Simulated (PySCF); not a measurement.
**Relaxation of singlet SO₂I₂**

Method: PBE0/[S def2-SVP, O def2-SVP, I def2-SVP with ECP28], scalar-relativistic core potentials, density fitting, no spin–orbit coupling, PySCF. A (50,194) grid was used.

A hand-made see-saw (ligand arrangement 1) start, of C2v symmetry, held to at least that symmetry:

```xyz
5
charge 0 multiplicity 1, angstrom
S     0.0000    0.0000   -0.2579
O     1.1899    0.0000    0.6717
O    -1.1899    0.0000    0.6717
I     0.0000    2.3510   -0.0522
I     0.0000   -2.3510   -0.0522
```

What forces act on the atoms at the start (eV/Å)?


| atom | Fx | Fy | Fz |
| --- | --- | --- | --- |
| S1 | 0.00 | 0.00 | -1.31 |
| O2 | 0.78 | 0.00 | 0.05 |
| O3 | -0.78 | 0.00 | 0.05 |
| I4 | 0.00 | 3.97 | 0.61 |
| I5 | 0.00 | -3.97 | 0.61 |

What does it relax to?

It ends at C2v with S–I 2.872 Å (×2), S–O 1.484 Å (×2); I–S–I 156.0°, I–S–O 83.4° (×4), O–S–O 113.0° (after a last refinement on a finer grid). A frequency run shows 3 imaginary modes, down to 266i cm⁻¹, so it is a higher-order saddle point. Other isomers or separated fragments may lie lower.

How much energy is released, and in how many steps?

134.4 kJ/mol in 8 steps.
